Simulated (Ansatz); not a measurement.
`OC[SiH2][AsH2]` and `OC[SiH2][SiH2]O` differ in one atom or group.

Ansatz, PBE0-D4/def2-TZVP geometries, multiplicity 1. Each molecule was computed in one conformer, which needn't be the lowest.

Scalar relativity is left out up to krypton.

| property | `OC[SiH2][AsH2]` |
| --- | --- |
| HOMO energy (PBE0/def2-TZVPP) / eV | -7.27 |
| size of the dipole moment (ωB97M-V/def2-TZVPP) / D | 2.29 |
| LUMO energy (ωB97M-V/def2-TZVPP) / eV | 2.03 |
| LUMO energy (PBE/def2-TZVPP) / eV | -0.42 |
| HOMO–LUMO gap (B3LYP/def2-TZVPP) / eV | 7.24 |
| LUMO energy (PBE0/def2-TZVPP) / eV | 0.44 |

(1) What does the change do to each property? (An estimate is asked.)

## Answers

(1) Ansatz gave: 
| property | `OC[SiH2][SiH2]O` | shift |
| --- | --- | --- |
| HOMO energy (PBE0/def2-TZVPP) / eV | -7.65 | -0.38 |
| size of the dipole moment (ωB97M-V/def2-TZVPP) / D | 1.22 | -1.07 |
| LUMO energy (ωB97M-V/def2-TZVPP) / eV | 1.31 | -0.72 |
| LUMO energy (PBE/def2-TZVPP) / eV | -1.22 | -0.80 |
| HOMO–LUMO gap (B3LYP/def2-TZVPP) / eV | 6.88 | -0.36 |
| LUMO energy (PBE0/def2-TZVPP) / eV | -0.37 | -0.81 |

With PBE0 the HOMO falls by 0.38 eV and the LUMO falls by 0.81 eV, so the gap narrows by about 0.43 eV. PBE moves the HOMO by -0.21 eV and ωB97M-V by -0.39 eV. The zero-point energy changes by 40.2 kJ/mol with +6 modes. Dipoles are sizes alone; their direction can turn.

B3LYP here is the variant with VWN-RPA as its local correlation; programs differ in this.
